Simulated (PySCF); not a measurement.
This script is equivalent to a calculation on Cr (chromium, neutral).

```python
from pyscf import gto, scf, dft, mp, cc
import basis_set_exchange as bse
mol = gto.M(atom="Cr 0 0 0", charge=0, spin=6, symmetry="D2h",
            basis=gto.basis.parse(bse.get_basis("cc-pVTZ", elements=["Cr"], fmt="nwchem", header=False)))
mf = scf.UHF(mol)
mf.irrep_nelec = {'Ag': (6, 3), 'B1g': (1, 0), 'B2g': (1, 0), 'B3g': (1, 0), 'B1u': (2, 2), 'B2u': (2, 2), 'B3u': (2, 2)}
mf.kernel()
```

Task: What total energy does it give?

Result: -1043.35591 hartree (calculated).

Task: Which occupied shell lies highest, and where?

Result: 4s α, at -6.044 eV.

Task: What is ⟨S²⟩, and what would a pure spin state give?

Result: 12.000, against 12.00.
